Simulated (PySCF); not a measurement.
Ionisation energy of Os⁺ by level of theory

Os⁺ [Xe] 4f14 5d6 6s1 (6D) → Os²⁺ [Xe] 4f14 5d6 (5D), as a difference of total energies. Computed with PySCF 2.14 in aug-cc-pwCVDZ-PP with ECP60MDF, with a scalar-relativistic core potential. Correlated levels: valence: 5s2 5p6 frozen; valence and next inner shell: nothing frozen outside the core potential. The calculations carry no spin-orbit coupling.

```csv
method,ionisation energy (eV)
UHF,16.036
LDA,17.871
PBE,17.551
PBE0,17.295
r2SCAN,17.584
LC-wPBE,16.978
HSE06,17.303
M06-L,16.795
TPSSh,17.271
MP2 (valence),16.841
SCS-MP2 (valence),16.499
MP2 (valence and next inner shell),17.224
SCS-MP2 (valence and next inner shell),16.860
```

Task: How much does correlation contribute at MP2 (valence and next inner shell)?

Result: 17.224 − (16.036) = 1.188 eV, measured against UHF.

The reference lies between the lowest fine-structure levels, while these numbers refer to the centres of the terms.

Errors of the correlated levels include the incompleteness of this basis and the frozen core.

For comparison: 17 ± 1 eV (semi-empirical (NIST evaluation); NIST Atomic Spectra Database, ionization energies).
